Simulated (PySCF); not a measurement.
Species: C₂H₂N₃Si (doublet state).
Cartesian coordinates in Å at the PBE0-D3(BJ)/def2-SVP level; atoms count from 1:
```xyz
8
C2H2N3Si angstrom
N     -1.8093    2.3493   -0.0526
C     -1.0605    1.4802    0.1282
Si     0.0653    0.1002    0.6087
N     -0.4798   -1.3445   -0.1346
C      1.7618    0.4860   -0.0048
N      2.8715    0.6958   -0.2752
H     -1.4627   -1.5973   -0.1119
H      0.1231   -2.1598   -0.1827
```

The hyperfine couplings belong to this conformer and change with its torsions.

The species is `N#C[Si](N)C#N` [radical].

The calculation used UKS B3LYP, IGLO-III on C N Si, pcH-1 on H, non-relativistic, mean-field spin-orbit, GIAO in PySCF. Isolated species at its PBE0-D3(BJ)/def2-SVP geometry (one conformer only). The SCF solution wasn't tested for stability.

Task: Predict the first-order ENDOR lines of N4 and H7/H8 under fast tumbling at B = 347.3 mT (X band).

Result: For S = 1/2 in fast tumbling each set of equivalent nuclei gives two lines, ν± = |νn ± a/2| to first order, with νn = g_N μN B/h and μN/h = 7.62259 MHz/T.

| nuclei | isotope | g_N | νn (MHz) | a_iso (MHz) | lower line (MHz) | upper line (MHz) |
| --- | --- | --- | --- | --- | --- | --- |
| N4 | 14N | 0.4038 | 1.07 | 9.59 | 3.72 | 5.86 |
| H7/H8 | 1H | 5.5857 | 14.79 | -13.78 | 7.90 | 21.68 |

Task: Which pairs are centred on the nuclear Larmor frequency, and which on half the coupling?

Result: Centred on νn, since |a| < 2νn: H7/H8. Centred on |a|/2 and split by 2νn: N4.

Task: At what field would the lower line of N4 fall to zero frequency?

Result: Where νn = |a|/2, that is B = 4.79 MHz/(0.4038 × 7.62259 MHz/T) = 1560 mT, as far as first order holds there.

Couplings of abundant isotopes left out: N1/N6 (2.4 MHz).

On an Arm Neoverse N1 with one thread, no GPU, shared host, this took 80 s wall.
